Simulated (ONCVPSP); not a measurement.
**Building the ONCV potential for W (Z = 74) (PBE, fully relativistic).**

- Element: tungsten
- Generator: ONCVPSP 4.0.1
- Type: optimised norm-conserving Vanderbilt (ONCV)
- Functional: PBE
- Relativity: fully relativistic
- Frozen core: [Kr] 4d10
- Valence charge: 28
- Reference configuration: 4f14 5s2 5p6 5d4 6s2
- Partial waves: 5s+6s: rc 1.80 bohr, ncon 4, nbas 7, qcut 7.7 1/bohr, 2 projectors; 5p: rc 2.10 bohr, ncon 3, nbas 8, qcut 5.1 1/bohr, 2 projectors, debl 1.9 Ha; 5d: rc 2.35 bohr, ncon 3, nbas 7, qcut 5.3 1/bohr, 2 projectors, debl 1.1 Ha; 4f: rc 0.60 bohr, ncon 4, nbas 9, qcut 31.5 1/bohr, 2 projectors, debl 1.4 Ha
- Local potential: polynomial inside 0.60 bohr (lpopt 5, dvloc0 1 Ha)
- Core correction: Teter function, fcfact 1.75, rcfact 1.2

Open shells are filled in proportion to 2j + 1.

* Cutoffs needed: 382 Ha and 422 Ha (the cutoffs (Ha) at which the residual kinetic energy of the hardest occupied pseudo-wave falls to 1 and 0.1 mHa per electron)
* Ghost test: ghosts flagged at negative energy: s at -826.1 eV, p3/2 at -262.3 eV, d5/2 at -73.1 eV, d3/2 at -41.8 eV; GHOST(+) flagged for p1/2 at 27.1 eV, s at 200.7 eV; a true bound ghost makes a file unfit for plane-wave use
* Largest excitation error: +6.1 meV (all-electron minus pseudo) for 4f14 5s2 5p6 5d5 6s0, out of 4 test configurations
* rms error of d²Exc/dni dnj: 6.71 mHa without and 5.61 mHa with the model core
